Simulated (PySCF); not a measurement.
C5H8NPSi.
Atom-mapped SMILES: `[CH3:1][c:2]1[cH:3][n:4][cH:5][p:6][c:7]1[SiH3:8]`

NICS = −σ at a ghost point: NICS(0) at the centroid of the ring atoms, NICS(1) 1 Å to either side along the normal of their mean plane, zz for the tensor component along that normal. Level: GIAO PBE0/pcSseg-1 (PySCF, non-relativistic, gas phase) on the GFN2-xTB geometry, one conformer.

Ring bond lengths (Å), with Mayer bond orders in brackets: C2–C3 1.395 (1.37), C3–N4 1.319 (1.50), N4–C5 1.309 (1.47), C5–P6 1.744 (1.29), P6–C7 1.750 (1.32), C7–C2 1.391 (1.40).

**Question.** What do the NICS probes read (ppm)?

**Answer.** 
```tsv
ring	type	NICS(0)	NICS(1), two faces	NICS(1)zz, two faces	rms pucker (Å)	centre to ring atoms, mean (Å)
C2–C3–N4–C5–P6–C7	6-membered ring with N and P; formal bonds all aromatic	-5.8	-10.4 / -10.4	-25.5 / -25.5	0.00	1.48
```

**Question.** What can be read from them?

**Answer.** 
- C2–C3–N4–C5–P6–C7: mean NICS(1)zz -25.5 ppm, shielded.

**Question.** How equal are the bonds by HOMA? HOMA takes Krygowski's 1993 parameters.

**Answer.** 
- C2–C3–N4–C5–P6–C7: HOMA 0.89; the largest term is that of P6–C7, α(R − Ropt)² = 0.32.

**Question.** What is the mean of the two in-plane components of NICS at the first NICS(1) probe listed for ring C2–C3–N4–C5–P6–C7, 1 Å off the ring?

**Answer.** The isotropic value is a third of the trace: (3 × -10.4 − (-25.5))/2 = -2.9 ppm.

**Question.** Give the inner angles of the rings and the Hirshfeld charges of the ring atoms.

**Answer.** 
- C2–C3–N4–C5–P6–C7: C2 121.9° (+0.011 e), C3 126.8° (+0.017 e), N4 121.5° (-0.148 e), C5 127.8° (-0.044 e), P6 99.7° (+0.091 e), C7 122.3° (-0.139 e); sum 720.0° against 720° for a flat convex ring.

Rough CPU time on one thread of a shared machine: about 80 s. This is the whole shielding run at PBE0/pcSseg-1, SCF included.
